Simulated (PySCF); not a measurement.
Molecule: C2H12OSi3, SMILES [SiH3]O[SiH2][SiH2]CC, singlet. Atoms near the plane z = 0.0 Å, at the GFN2-xTB optimised geometry (x, y, z in Å): C2 (2.4, -1.3, 0.0), Si3 (0.5, -1.3, 0.0), Si4 (-0.2, 0.9, 0.0), O5 (-1.8, 0.7, 0.3), Si6 (-3.4, 1.0, 0.8), H10 (2.8, -2.3, 0.0), H11 (2.8, -0.9, 0.9), H15 (0.3, 1.8, 1.0), H17 (-4.1, 0.0, 0.0), H18 (-3.7, 2.3, 0.4).

Level of theory: B3LYP/def2-SVP (PySCF 2.14.0). Cells within 0.4 Å of a nucleus heavier than hydrogen are left out (blank, or x). The values are rescaled to run from 0 to 1.

```
|0000000000000000000000000|
|0000000000000000000000000|
|0000000000000000000000000|
|0000000000000000000000000|
|0000000000000000000000000|
|0000475000000000000000000|
|0007999600000000000000000|
|0019999500001100000000000|
|0007999101013420000000000|
|0001696256301530000000000|
|00024305886xx010011000000|
|005999358765x230010000000|
|0099996277348950000001000|
|0089996021089346452011000|
|0039993000040x09xx4000000|
|0001430000020x09226100000|
|0000000000024125899500000|
|0000000000012210899800000|
|0000000000000000499600000|
|0000000000000000032000000|
|0000000000000000000000000|
|0000000000000000000000000|
|0000000000000000000000000|
|0000000000000000000000000|
|0000000000000000000000000|
```
Scale: ten equal steps from 0.000 (start of '0') to 1.00 (end of '9'), in the order '0123456789'; x runs from -6.50 to 6.50, y from -6.50 (bottom) to 6.50 (top).

Task: Which quantity is mapped?
A) Laplacian of the electron density
B) deformation density (molecule minus spherical neutral atoms)
C) electron localisation function
D) an orbital amplitude

Result: C, electron localisation function
